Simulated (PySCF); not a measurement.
One molecule, one basis, several functionals.

C6H6ClN.
InChI=1S/C6H6ClN/c7-5-3-1-2-4-6(5)8/h1-4H,8H2

Torsions of this conformer, `[NH2:1][c:2]1[cH:3][cH:4][cH:5][cH:6][c:7]1[Cl:8]`: H–N1–C2–C3 22°, H–N1–C2–C3 164°.

PySCF, pcSseg-1 basis, density fitting, gas phase, PBE0-D3(BJ)/def2-SVP geometry. One functional is left out:

| functional | exact exchange (%) | HOMO energy (eV) | LUMO energy (eV) |
| --- | --- | --- | --- |
| B97-D | 0 | -5.01 | -1.09 |
| BP86 | 0 | -5.17 | -1.30 |
| B3LYP | 20 | -5.88 | -0.51 |
| B97-2 | 21 | -5.87 | -0.38 |
| BHandHLYP | 50 | -6.96 | 0.67 |

Problem. Predict the row of PBE0 (25 % exact exchange) by straight lines through the other rows, and check it.

Solution. 
| property | line | computed | computed − line | B97-2 (21 %), for comparison |
| --- | --- | --- | --- | --- |
| HOMO energy (eV) | -6.03 | -6.10 | -0.07 | -5.87 |
| LUMO energy (eV) | -0.27 | -0.35 | -0.08 | -0.38 |

Problem. Which of these properties follows the share of exact exchange most closely, and which least?

Solution. Most closely the HOMO energy, least the LUMO energy; the correlations over the tabulated rows are HOMO energy -0.997, LUMO energy 0.994. The HOMO energy moves by -0.374 eV for every 10 %. Functionals with the same share still differ in their other parts: at 0 % B97-D and BP86 differ by 0.16 eV in it.
